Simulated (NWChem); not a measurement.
System: SnCl₄; SMILES [Cl][Sn]([Cl])([Cl])[Cl]

The following NWChem deck was run.

```
start job
memory heap 200 mb stack 900 mb global 1100 mb
geometry units angstroms noautosym nocenter noautoz
  Cl    -0.776668    -1.724627    -1.337569
  Sn     0.000000     0.000000     0.000000
  Cl     0.776668     1.724627    -1.337569
  Cl     1.724627    -0.776668     1.337569
  Cl    -1.724627     0.776668     1.337569
end
basis spherical
  * library def2-svpd
end
ecp
  Sn library def2-ecp
end
dft
  xc pbe0
  iterations 150
end
tddft
  cis
  nroots 6
  notriplet
end
task tddft energy
```

All runs use the structure optimised with PBE0/def2-SVP. No frequency run checked for a minimum. def2 effective core potentials on Sn; no spin-orbit coupling.

Vertical excitations in the gas phase.

Question: Predict the main results of this run. (PBE0/def2-SVPD with def2 effective core potentials on Sn, TDA.) Quantities: lowest excitation, singlet (eV); oscillator strength of that lowest state; lowest state with f > 0.02, singlet (eV); oscillator strength of that bright state; orbital gap (eV).

Answer: 
| Item | Result |
|---|---|
| lowest excitation, singlet (eV) | 4.76 |
| oscillator strength of that lowest state | 0.000 |
| lowest state with f > 0.02, singlet (eV) | 5.25 |
| oscillator strength of that bright state | 0.065 |
| orbital gap (eV) | 6.10 |
